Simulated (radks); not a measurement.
Results of a calculation; reference values are marked as such.
Task: The mean radii <r> (bohr) of the occupied orbitals of an atom or ion are listed with their occupations. Code: a radial shooting solver on a logarithmic mesh with Libxc functionals. Model: scalar-relativistic Kohn-Sham, LDA (Slater exchange, Perdew-Wang correlation), spin-unpolarised, spherical densities, point nucleus.

orbital  occ.      <r>
1s          2  0.08594
2s          2   0.4148
2p          6   0.3762
3s          2    1.291
3p          3    1.395

Name the element and its charge.

Result: Z = 18, argon, charge +3: Ar3+ in [Ne] 3s2 3p3. The 1s radius gives Z: for a bare nucleus <r> = (2 gamma + 1)/(2Z) with gamma = sqrt(1 - (Z/c)^2), 0.08285 bohr for Z = 18, and screening makes it slightly larger (0.08594 here). The occupations add up to 15, and the charge is Z minus that.
